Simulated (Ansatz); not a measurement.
Job for Ansatz (an electronic-structure program): R-B3LYP-D3(BJ)/def2-TZVP on C2H5FSn (SMILES C=[CH][SnH2][F]). Elements past Kr take the def2 small-core potentials; no spin–orbit coupling.

Ansatz 0.2 input:
```yaml
crystal:
  periodic: [false, false, false]
  atoms:
    - {symbol: C, position_ang: [-0.48945987, -1.20464561, 1.14097530]}
    - {symbol: C, position_ang: [-0.54714181, -0.68619830, -0.06907845]}
    - {symbol: Sn, position_ang: [0.39653548, 1.15731929, -0.62524861]}
    - {symbol: F, position_ang: [1.80139366, 0.60780667, -1.86875921]}
    - {symbol: H, position_ang: [-0.95331774, -2.15294478, 1.37096322]}
    - {symbol: H, position_ang: [0.01713993, -0.71671232, 1.95854116]}
    - {symbol: H, position_ang: [-1.05929430, -1.19684134, -0.87242187]}
    - {symbol: H, position_ang: [1.29433325, 1.95259408, 0.57295241]}
    - {symbol: H, position_ang: [-0.46018859, 2.23962232, -1.60792394]}
basis:
  gaussian:
    orbitals: def2-TZVP
hamiltonian:
  xc: b3lyp
  dispersion: d3bj
relax: {f_tol: 0.003, max_steps: 120}
scf: {lower_state_search: off}
```

Task: What total energy does the run end on?

Result: -393.5137 hartree.

Task: How many basis functions does it have, and what does it roughly cost on one machine?

Result: 173 functions; very roughly 50 core-seconds.
